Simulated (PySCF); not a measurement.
## Mayer bond orders and bond lengths

Compound: C5H12NOP.
SMILES with atom numbers: `[CH3:1][O:2]/[CH:3]=[P:4]\[CH2:5][N:6]([CH3:7])[CH3:8]` (hydrogens: H9, H10, H11 on C1; H12 on C3; H13, H14 on C5; H15, H16, H17 on C7; H18, H19, H20 on C8)

Structure used (PBE0-D3(BJ)/def2-SVP), in Å, numbered top down from 1:
```xyz
20
C5H12NOP angstrom
C     -3.6264    0.5866   -0.5354
O     -2.2251    0.4654   -0.5740
C     -1.7279   -0.5714   -1.2578
P     -0.1107   -1.0360   -1.3647
C      0.7081    0.2581   -0.2853
N      1.9234   -0.2641    0.2959
C      2.8160    0.7711    0.7468
C      1.6745   -1.2539    1.3112
H     -4.0906   -0.2801   -0.0340
H     -4.0477    0.6846   -1.5509
H     -3.8578    1.4945    0.0357
H     -2.4706   -1.1634   -1.8164
H     -0.0122    0.6495    0.4673
H      0.9676    1.1042   -0.9434
H      2.3991    1.3838    1.5798
H      3.0582    1.4531   -0.0828
H      3.7590    0.3262    1.1016
H      1.1640   -0.8381    2.2113
H      1.0358   -2.0564    0.9088
H      2.6217   -1.7097    1.6388
```

Bond orders from the PBE0/pcSseg-1 density (PySCF). Isolated species at its PBE0-D3(BJ)/def2-SVP geometry (one conformer only).

Problem. How far do the computed orders between heavy atoms stray from the drawn ones?

Solution. The largest departure is 0.301, at C3–P4 (drawn double, 1.699). Drawn double or triple, more than 0.30 short of the drawn order: C3–P4 (1.699).

Problem. Set the Mayer orders of the bonds between heavy atoms beside their lengths.

Solution. 
| bond | drawn as | length (Å) | Mayer order |
| --- | --- | --- | --- |
| C1–O2 | single | 1.407 | 0.894 |
| O2–C3 | single | 1.338 | 1.019 |
| C3–P4 | double | 1.686 | 1.699 |
| P4–C5 | single | 1.874 | 0.928 |
| C5–N6 | single | 1.445 | 0.954 |
| N6–C7 | single | 1.439 | 0.985 |
| N6–C8 | single | 1.440 | 0.976 |

Bonds between the same two heavy elements. C–O: lowest C1–O2 (0.894, 1.407 Å), highest O2–C3 (1.019, 1.338 Å). C–P: lowest P4–C5 (0.928, 1.874 Å), highest C3–P4 (1.699, 1.686 Å). C–N: lowest C5–N6 (0.954, 1.445 Å), highest N6–C7 (0.985, 1.439 Å).

Problem. And the bonds to hydrogen?

Solution. C–H: 0.92 to 0.97 (12 bonds).

Problem. Sum the orders of all bonds at each heavy atom with more than one neighbour and set the sums beside the valence in the SMILES.

Solution. C1 3.781 (drawn 4), O2 1.913 (drawn 2), C3 3.652 (drawn 4), P4 2.627 (drawn 3), C5 3.738 (drawn 4), N6 2.915 (drawn 3), C7 3.867 (drawn 4), C8 3.845 (drawn 4). Orders between atoms that aren't bonded are not in these sums.

The Mayer order sums products of elements of PS (density times overlap matrix) between the two atoms' basis functions, so it depends on the basis set.
